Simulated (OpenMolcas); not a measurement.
**OpenMolcas run: N+**

Input:

```
&GATEWAY
Coord
1

N 0.0 0.0 0.0
Basis=ANO-R1
Group=XYZ
NoMove
AngMom=0.0 0.0 0.0
AMFI
&SEWARD
&RASSCF
FileOrb=start.orb
Symmetry=1
Spin=3
nActEl=4 0 0
Inactive=1 0
Ras2=1 3
CIRoot=6 6 1
SDav=6
CIMx=300
Iter=120 100
PrWF=0.3
OrbListing=Nothing
MaxOrb=0
Atom
>>> COPY $Project.JobIph JOB001
&RASSCF
FileOrb=start.orb
Symmetry=1
Spin=1
nActEl=4 0 0
Inactive=1 0
Ras2=1 3
CIRoot=6 6 1
SDav=12
CIMx=300
Iter=120 100
PrWF=0.3
OrbListing=Nothing
MaxOrb=0
Atom
>>> COPY $Project.JobIph JOB002
&RASSCF
FileOrb=start.orb
Symmetry=2
Spin=5
nActEl=4 0 0
Inactive=1 0
Ras2=1 3
CIRoot=1 1 1
SDav=1
CIMx=300
Iter=120 100
PrWF=0.3
OrbListing=Nothing
MaxOrb=0
Atom
>>> COPY $Project.JobIph JOB003
&RASSCF
FileOrb=start.orb
Symmetry=2
Spin=3
nActEl=4 0 0
Inactive=1 0
Ras2=1 3
CIRoot=9 9 1
SDav=9
CIMx=300
Iter=120 100
PrWF=0.3
OrbListing=Nothing
MaxOrb=0
Atom
>>> COPY $Project.JobIph JOB004
&RASSCF
FileOrb=start.orb
Symmetry=2
Spin=1
nActEl=4 0 0
Inactive=1 0
Ras2=1 3
CIRoot=8 8 1
SDav=8
CIMx=300
Iter=120 100
PrWF=0.3
OrbListing=Nothing
MaxOrb=0
Atom
>>> COPY $Project.JobIph JOB005
&RASSI
NrOfJobIphs=5 6 6 1 9 8
1 2 3 4 5 6
1 2 3 4 5 6
1
1 2 3 4 5 6 7 8 9
1 2 3 4 5 6 7 8
IphNames
JOB001
JOB002
JOB003
JOB004
JOB005
EJob
SpinOrbit
DIPRint=1.0
SOCoupling=1000.0
Subsets=2
MEES
Property=10
'ANGMOM' 1 'ANGMOM' 2 'ANGMOM' 3 'MLTPL  1' 1 'MLTPL  1' 2 'MLTPL  1' 3
'AMFI' 1 'AMFI' 2 'AMFI' 3 'MLTPL  2' 6
SOProperty=3
'ANGMOM' 1 'ANGMOM' 2 'ANGMOM' 3
```

A driver script runs the steps one by one and writes start.orb anew before each from the orbitals found so far.

Output, cut to the results:

```
--- SEWARD ---
Basis set label: N.ANO-R...3S2P1D.

      Electronic valence basis set:
      ------------------
      Associated Effective Charge   7.000000 au
      Associated Actual Charge      7.000000 au
      Nuclear Model: Finite nucleus - Gaussian distribution
        Gaussian exponent, Xi/bohr**(-2):  6.28656E+08

      Shell  nPrim  nBasis  Cartesian Spherical Contaminant
         s      13       3        X
         p       8       2        X
         d       4       1                 X
                  Relativistic X2C integrals
                  Atomic mean-field integrals
--- RASSCF ---
Wave function specifications:
      -----------------------------

      Number of closed shell electrons           2
      Number of electrons in active shells       4
      Max number of holes in RAS1 space          0
      Max nr of electrons in RAS3 space          0
      Number of inactive orbitals                1
      Number of active orbitals                  4
      Number of secondary orbitals               9
      Spin quantum number                      1.0
      State symmetry                             1
Orbital specifications:
      -----------------------

      Symmetry species                           1   2
                                                ag  au
      Frozen orbitals                            0   0
      Inactive orbitals                          1   0
      Active orbitals                            1   3
      RAS1 orbitals                              0   0
      RAS2 orbitals                              1   3
      RAS3 orbitals                              0   0
      Secondary orbitals                         6   3
      Deleted orbitals                           0   0
      Number of basis functions                  8   6
      Number of CSFs                             6
      Number of root(s) required                 6
      Iter CI   SX   CI       RASSCF       Energy    max ROT     max BLB   max BLB  Level Ln srch  Step   QN
          iter iter root      energy       change     param      element    value   shift minimum  type update
 Nr of preliminary CI iterations:   1
        1   1    1    0   -53.40297738    0.00E+00   0.00E+00    1   2 1 -3.23E-08   0.00   0.00    SX    NO
        2   1    1    0   -53.40297738   -5.68E-14   0.00E+00    1   2 1 -3.23E-08   0.00   0.00    SX    NO
        3   1    1    0   -53.40297738    4.97E-14   0.00E+00    1   2 1 -3.23E-08   0.00   0.00    SX    NO
        4   1    1    0   -53.40297738    2.84E-14   0.00E+00    1   2 1 -3.23E-08   0.00   0.00    SX    NO
      Convergence after  4 iterations
        5   1    1    0   -53.40297738   -6.39E-14   0.00E+00    1   2 1 -3.23E-08   0.00   0.00    SX    NO
      Natural orbitals and occupation numbers for root  1
      sym 1:   1.960788
      sym 2:   0.039212   1.000000   1.000000
      Natural orbitals and occupation numbers for root  2
      sym 1:   1.960788
      sym 2:   1.000000   0.039212   1.000000
      Natural orbitals and occupation numbers for root  3
      sym 1:   1.960788
      sym 2:   1.000000   1.000000   0.039212
::    RASSCF root number  1 Total energy:    -53.93629027
::    RASSCF root number  2 Total energy:    -53.93629027
::    RASSCF root number  3 Total energy:    -53.93629027
::    RASSCF root number  4 Total energy:    -52.86966449
::    RASSCF root number  5 Total energy:    -52.86966449
::    RASSCF root number  6 Total energy:    -52.86966449
--- RASSCF ---
Wave function specifications:
      -----------------------------

      Number of closed shell electrons           2
      Number of electrons in active shells       4
      Max number of holes in RAS1 space          0
      Max nr of electrons in RAS3 space          0
      Number of inactive orbitals                1
      Number of active orbitals                  4
      Number of secondary orbitals               9
      Spin quantum number                      0.0
      State symmetry                             1
Orbital specifications:
      -----------------------

      Symmetry species                           1   2
                                                ag  au
      Frozen orbitals                            0   0
      Inactive orbitals                          1   0
      Active orbitals                            1   3
      RAS1 orbitals                              0   0
      RAS2 orbitals                              1   3
...
--- RASSI ---
SPIN-FREE ENERGIES:
  (Shifted by EMIN (a.u.) =        -53.9362902709)

 SF State       Relative EMIN(au)   Rel lowest level(eV)    D:o, cm**(-1)      L_eff

     1             0.0000000000        0.0000000000              0.0000         1.0
     2             0.0000000000        0.0000000000              0.0000         1.0
     3             0.0000000000        0.0000000000              0.0000         1.0
     7             0.0794819230        2.1628133072          17444.2658         2.0
     8             0.0794819230        2.1628133072          17444.2658         2.0
     9             0.0794819230        2.1628133072          17444.2658         2.0
    10             0.0794819230        2.1628133072          17444.2658         2.0
    11             0.0794819230        2.1628133072          17444.2658         2.0
    12             0.1404309108        3.8213197547          30821.0224         0.0
    13             0.1648778311        4.4865543442          36186.5012         0.0
    14             0.4360272376       11.8649055773          95696.9172         2.0
    15             0.4360272376       11.8649055773          95696.9172         2.0
    16             0.4360272376       11.8649055773          95696.9172         2.0
    17             0.4360272376       11.8649055773          95696.9172         2.0
    18             0.4360272376       11.8649055773          95696.9172         2.0
    19             0.5155438012       14.0286615025         113148.7857         1.0
    20             0.5155438012       14.0286615025         113148.7857         1.0
    21             0.5155438012       14.0286615025         113148.7857         1.0
    23             0.7309423987       19.8899559357         160423.3135         2.0
    24             0.7309423987       19.8899559357         160423.3135         2.0
    25             0.7309423987       19.8899559357         160423.3135         2.0
...
```

Levels above the lowest, from the spin-orbit matrix, grouped by J:

```json
{"Configuration": "2s² 2p²", "Term": "³P", "J": "0", "E (eV)": "0.0000", "Measured (eV)": "0.0000", "Term weight %": "100"}
{"Configuration": "2s² 2p²", "Term": "³P", "J": "1", "E (eV)": "0.0054", "Measured (eV)": "0.0060", "Term weight %": "100"}
{"Configuration": "2s² 2p²", "Term": "³P", "J": "2", "E (eV)": "0.0161", "Measured (eV)": "0.0162", "Term weight %": "100"}
{"Configuration": "2s² 2p²", "Term": "¹D", "J": "2", "E (eV)": "2.1736", "Measured (eV)": "1.8990", "Term weight %": "100"}
{"Configuration": "2s² 2p²", "Term": "¹S", "J": "0", "E (eV)": "3.8322", "Measured (eV)": "4.0529", "Term weight %": "100"}
{"Configuration": "2s 2p³", "Term": "⁵S°", "J": "2", "E (eV)": "4.4973", "Measured (eV)": "5.8005", "Term weight %": "100"}
{"Configuration": "2s 2p³", "Term": "³D°", "J": "2", "E (eV)": "11.8757", "Measured (eV)": "11.4375", "Term weight %": "100"}
{"Configuration": "2s 2p³", "Term": "³D°", "J": "1", "E (eV)": "11.8757", "Measured (eV)": "11.4377", "Term weight %": "100"}
{"Configuration": "2s 2p³", "Term": "³D°", "J": "3", "E (eV)": "11.8757", "Measured (eV)": "11.4359", "Term weight %": "100"}
{"Configuration": "2s 2p³", "Term": "³P°", "J": "0", "E (eV)": "14.0395", "Measured (eV)": "13.5420", "Term weight %": "100"}
{"Configuration": "2s 2p³", "Term": "³P°", "J": "1", "E (eV)": "14.0395", "Measured (eV)": "13.5411", "Term weight %": "100"}
{"Configuration": "2s 2p³", "Term": "³P°", "J": "2", "E (eV)": "14.0395", "Measured (eV)": "13.5412", "Term weight %": "100"}
{"Configuration": "2s 2p³", "Term": "¹D°", "J": "2", "E (eV)": "19.9008", "Measured (eV)": "17.8770", "Term weight %": "100"}
{"Configuration": "2s 2p³", "Term": "³S°", "J": "1", "E (eV)": "20.7167", "Measured (eV)": "19.2333", "Term weight %": "100"}
{"Configuration": "2s 2p³", "Term": "¹P°", "J": "1", "E (eV)": "22.0269", "Measured (eV)": "20.6763", "Term weight %": "100"}
```

Against the 14 measured excited levels shown (NIST Handbook of Basic Atomic Spectroscopic Data) the mean absolute deviation is 5500 cm-1; the largest miss in energy is 2s 2p³ ¹D°₂: computed 19.9008, measured 17.8770 eV (+11.3 %), and the largest in proportion 2s 2p³ ⁵S°₂ (-22.5 %).

Without dynamic correlation excited terms often stand tens of per cent too high (terms of higher spin than the ground term too low), and those without a measured partner can miss by more than the paired ones. Measured partners are found by configuration, term and J. A level has none where our copy of the source lacks it or the pairing is in doubt (some pairs that miss far off the trend of their configuration count as doubtful), and it then counts in no deviation. Only configurations of the active space appear. The first state left out of the spin-orbit step lies near 250000 cm-1 above the lowest spin-free state of the reference (among the parities and spins computed), and the list stops at four fifths of that energy or lower.

The term weight is that of the spin-free term in the level, not the purity of its configuration. ° marks odd parity.
